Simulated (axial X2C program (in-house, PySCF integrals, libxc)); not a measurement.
## Which molecule gave these maps?

PBE0 fields computed with an axial X2C code built on PySCF integrals, 2c, near the equilibrium distance, one atom at z = 0.

The maps cover the half plane through the axis: z from -2.4 to 5.1 Å along the bond, ρ from 0.15 to 2.25 Å away from it (steps of 0.3 Å, the bottom row nearest the axis).

log10 of the density in e/bohr³:

digits 0 to 9 span -5.11 to 1.84 evenly
```
11122233333332222111110000
11223333443333332222211100
12233444444443333333322110
22334445555444444444332211
22344555555554445555443221
23345566666555556666544322
23445567776555566776654322
23445678987655567997654332
```

Electron localisation function (collinear form, no current term, damped to 0 at low density):

digits 0 to 9 span 0.00 to 1.00 evenly
```
00000123333332100000000000
00012345555553100000000000
00124567777664100000000000
00246777777774001233100000
01357776667774015776420000
02467752224773158888752000
02577525752573275116863100
13577446764363371771874100
```

Question: Which molecule is it?
A. SrI⁺
B. RuH
C. GaSe⁻
D. RuS⁺

Answer: A. SrI⁺, with I at z = 0 and Sr at z = 2.834 Å, state Ω = 0 (closed shell), basis I dyall-cv3z [11s12p8d4f1g], Sr dyall-cv3z [13s12p8d5f1g] (cores contracted in-house). The state is a single determinant with fixed occupations, the lowest that a limited PBE0 search found.
